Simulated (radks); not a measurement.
The thallium ion Tl+ inside a hard spherical wall (all orbitals vanish at R), configuration held at [Hg] and not refilled when levels cross. Method: scalar-relativistic Kohn-Sham, PBE, spin-polarised, spherical densities, finite nucleus; Fermi nuclear charge, rms radius 5.4759 fm; computed with a radial shooting solver on a logarithmic mesh with Libxc functionals. Eigenvalues in eV for spin up, with the zero of energy where the potential of the charges vanishes at infinity; a dash marks a level that is unbound or too diffuse for the functional's potential to be trusted. A positive occupied level is held by the wall or, in an anion where self-interaction has pushed it up, behind a barrier. The pressure on the wall is -dE/dV.

R (bohr),E (hartree),kinetic (hartree),e(4f),e(5p),e(5d),e(6s),"e(6p, empty)","e(7s, empty)",pressure (GPa)
free,-20240.5032,22782.767,-121.32,-83.399,-22.761,-16.300,-8.192,-,0
15,-20240.5032,22782.767,-121.32,-83.399,-22.761,-16.300,-8.192,-,< 0.0001
12,-20240.5032,22782.767,-121.32,-83.398,-22.761,-16.300,-8.192,-3.645,< 0.0001
10,-20240.5032,22782.767,-121.32,-83.398,-22.761,-16.300,-8.188,-3.371,0.000102
7,-20240.5025,22782.777,-121.28,-83.363,-22.728,-16.265,-7.998,-0.806,0.0682
6,-20240.4984,22782.819,-121.15,-83.234,-22.606,-16.128,-7.553,2.397,0.577
5,-20240.4736,22783.022,-120.62,-82.720,-22.129,-15.523,-6.142,9.700,4.98
3,-20239.2448,22789.530,-109.88,-73.351,-13.108,-0.470,17.188,84.012,673
